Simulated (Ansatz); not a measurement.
```yaml
crystal:
  periodic: [false, false, false]
  atoms:
    - {symbol: Ag, position_ang: [-0.947733, -1.767963, 0.280275]}
    - {symbol: Ag, position_ang: [-0.473991, 2.466867, 0.565239]}
    - {symbol: Ag, position_ang: [1.864930, 1.422210, 1.020571]}
    - {symbol: Ag, position_ang: [1.009997, -1.656181, -2.047801]}
    - {symbol: Ag, position_ang: [1.770154, -1.320472, 0.955487]}
    - {symbol: Ag, position_ang: [-1.530244, -0.630736, -2.231258]}
    - {symbol: Ag, position_ang: [-2.050014, 0.784838, 0.559310]}
    - {symbol: Cu, position_ang: [0.525806, 0.361240, -0.584347]}
    - {symbol: Cu, position_ang: [-0.166608, 0.098318, 1.914792]}
basis:
  gaussian: {orbitals: def2-SVP}
total_charge: 1
hamiltonian: {xc: {name: HSE06}, pseudopotentials: {relativity: scalar}}
correlation: {method: rpa}
scf: {lower_state_search: off}
```

```sh
$ ansatz run in.yaml --threads 6 --pin off --events-out ev --progress --plain --max-ram 7833MiB
```

Shortened log:

```
Functional definition: HSE06
2993 factors; integrals over basis functions are off by at most 3.1e-4 eV
129 factors; integrals over basis functions are off by at most 5.1e-6 eV
mean field evaluation 1: about -117842.5274 eV, gradient 1.2e2 eV
mean field evaluation 2: about -117843.1348 eV, gradient 1.2e2 eV
mean field evaluation 4: about -117822.3142 eV, gradient 1.5e2 eV
mean field evaluation 8: about -117865.3603 eV, gradient 6.3e1 eV
mean field evaluation 16: about -117871.8256 eV, gradient 6.5e-4 eV
mean field -117871.82557798 eV, -4331.7096935978 hartree, gradient 3.0e-6 eV, S^2 0.000000; 0 other end points of the search recorded, 0 dependent functions left out
10 core orbitals not correlated: weight in the atoms' cores, before any rotation towards them, 1.000 or more for the frozen orbitals, at most 0.000 for the correlated occupied ones
reference -117627.11746755 eV, -4322.7168364087 hartree; 85, 85 occupied and 184, 184 virtual orbitals, 2993 factors
Total energy: -117739.43160061 eV, -4326.8443046692 hartree
Relativity: scalar
Checks for a lower state left out: stability, starts, cluster_reference, orbital_swaps, neighbouring_geometries, increment
```

Run time 38 s (6 threads of Intel Xeon on a shared host), peak host memory 1.9 GiB.

In the def2 sets Ag takes a core potential; there is no spin–orbit coupling. HSE06 is defined as in plane-wave codes, on full-range PBE exchange. Correlated methods freeze 10 core orbitals; core or outer-core shells of Ag are correlated, in sets that lack core-valence functions.
